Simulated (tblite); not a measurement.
C6H12BClO.
Numbering: `[BH2:1][C@H:2]([CH3:3])[CH2:4][O:5]/[CH:6]=[CH:7]/[CH2:8][Cl:9]` (hydrogens: H10, H11 on B1; H12 on C2; H13, H14, H15 on C3; H16, H17 on C4; H18 on C6; H19 on C7; H20, H21 on C8)

Computed with GFN2-xTB (tblite), gas phase: L-BFGS steps from a force-field or distance-geometry start until the largest atomic force falls under 0.01 eV/Å.

Step 112: E = -783.0274 eV
```
atom  x, y, z in Å  |  force x, y, z in eV/Å
B1     -3.1187   -1.0821    0.1271   -0.010  -0.024   0.059
C2     -1.9934   -0.0345    0.4409    0.016  -0.043  -0.006
C3     -2.2224    1.3984   -0.0574    0.016  -0.027   0.016
C4     -0.5621   -0.4699    0.1015    0.010   0.019  -0.008
O5      0.3264    0.2954    0.9052    0.000   0.018   0.023
C6      1.6402    0.2755    0.6405    0.020   0.008  -0.028
C7      2.2986   -0.3919   -0.3066   -0.034  -0.001   0.012
C8      3.7646   -0.2656   -0.4839   -0.039   0.027  -0.026
Cl9     4.1475    1.0245   -1.7041   -0.020  -0.043   0.022
H10    -4.2282   -0.7326    0.0294    0.014   0.013  -0.030
H11    -2.8594   -2.2210    0.0892   -0.012   0.004  -0.045
H12    -2.0323    0.0120    1.5429    0.013  -0.022   0.000
H13    -1.4228    2.0390    0.3040    0.006   0.083  -0.006
H14    -3.1715    1.7864    0.3015   -0.005  -0.019   0.009
H15    -2.2278    1.4336   -1.1444    0.004  -0.033  -0.008
H16    -0.3615   -0.2896   -0.9618    0.004   0.030   0.011
H17    -0.4035   -1.5370    0.3081   -0.033   0.035   0.006
H18     2.1650    0.9093    1.3460    0.011  -0.012  -0.006
H19     1.7752   -1.0017   -1.0263    0.047  -0.014  -0.007
H20     4.2098   -1.1751   -0.8836    0.004   0.012   0.030
H21     4.2675    0.0439    0.4312   -0.014  -0.012  -0.019
```

Step 113: E = -783.0285 eV
```
atom  x, y, z in Å  |  force x, y, z in eV/Å
B1     -3.1154   -1.0834    0.1227    0.013  -0.034   0.037
C2     -1.9939   -0.0331    0.4443    0.027  -0.050  -0.021
C3     -2.2262    1.4014   -0.0491    0.005  -0.038   0.024
C4     -0.5626   -0.4674    0.1008    0.011   0.023  -0.012
O5      0.3270    0.2985    0.9032   -0.017   0.007   0.018
C6      1.6409    0.2788    0.6384   -0.007   0.029   0.006
C7      2.2996   -0.3900   -0.3061   -0.007  -0.019  -0.009
C8      3.7658   -0.2678   -0.4828   -0.043   0.030  -0.043
Cl9     4.1523    1.0015   -1.7249   -0.024  -0.051   0.033
H10    -4.2235   -0.7383    0.0035    0.001   0.019  -0.018
H11    -2.8508   -2.2219    0.0884   -0.019   0.016  -0.036
H12    -2.0304    0.0080    1.5465    0.010  -0.017  -0.006
H13    -1.4313    2.0448    0.3176    0.017   0.073  -0.018
H14    -3.1769    1.7841    0.3109   -0.012  -0.021   0.002
H15    -2.2310    1.4403   -1.1365    0.010  -0.029   0.011
H16    -0.3630   -0.2873   -0.9633   -0.005   0.033   0.027
H17    -0.4049   -1.5353    0.3058   -0.024   0.051   0.012
H18     2.1632    0.9139    1.3440    0.025  -0.005  -0.003
H19     1.7766   -1.0024   -1.0234    0.036  -0.023  -0.022
H20     4.2087   -1.1848   -0.8684    0.012   0.025   0.042
H21     4.2670    0.0572    0.4279   -0.010  -0.021  -0.025
```

**Question.** Estimate the geometry and energy of step 114. (The exact step hangs on the optimiser's Hessian estimate; all steps are aligned on step 113, rigid shifts and turns removed.)

**Answer.** E = -783.0299 eV, largest force 0.059 eV/Å
```
atom  x, y, z in Å  |  force x, y, z in eV/Å
B1     -3.1104   -1.0849    0.1195    0.049  -0.026   0.006
C2     -1.9933   -0.0311    0.4494    0.029  -0.039  -0.033
C3     -2.2303    1.4037   -0.0418   -0.007  -0.030   0.024
C4     -0.5622   -0.4633    0.1015    0.008   0.020  -0.006
O5      0.3285    0.3015    0.9037   -0.036  -0.004   0.014
C6      1.6420    0.2805    0.6385   -0.011   0.007  -0.011
C7      2.2996   -0.3911   -0.3050   -0.015   0.010   0.016
C8      3.7653   -0.2696   -0.4831   -0.042   0.018  -0.036
Cl9     4.1520    0.9792   -1.7427   -0.022  -0.025   0.008
H10    -4.2158   -0.7443   -0.0222   -0.030   0.030  -0.004
H11    -2.8401   -2.2218    0.0821   -0.020   0.010  -0.022
H12    -2.0266    0.0072    1.5515    0.007  -0.016  -0.007
H13    -1.4413    2.0543    0.3261    0.023   0.041  -0.026
H14    -3.1828    1.7812    0.3190   -0.022  -0.024  -0.001
H15    -2.2365    1.4430   -1.1295    0.016  -0.023   0.025
H16    -0.3638   -0.2830   -0.9631   -0.011   0.040   0.036
H17    -0.4072   -1.5321    0.3043   -0.005   0.054   0.017
H18     2.1637    0.9146    1.3446    0.042   0.008   0.001
H19     1.7773   -1.0045   -1.0208    0.020  -0.032  -0.033
H20     4.2068   -1.1922   -0.8547    0.032   0.006   0.036
H21     4.2663    0.0695    0.4220   -0.006  -0.025  -0.006
```

The energy changes by -0.0015 eV. The first-order estimate −F·Δx gives -0.0021 eV and the mean of the old and new forces, exact on a quadratic surface, -0.0015 eV. The step makes an angle of 79° with the force vector and moves no atom by more than 0.029 Å.

What follows is the cost of the whole relaxation. Hardware: Arm Neoverse N1, one thread, shared host with 64 logical CPUs at a one-minute load of 59. Cost: 2.4 s of wall time.
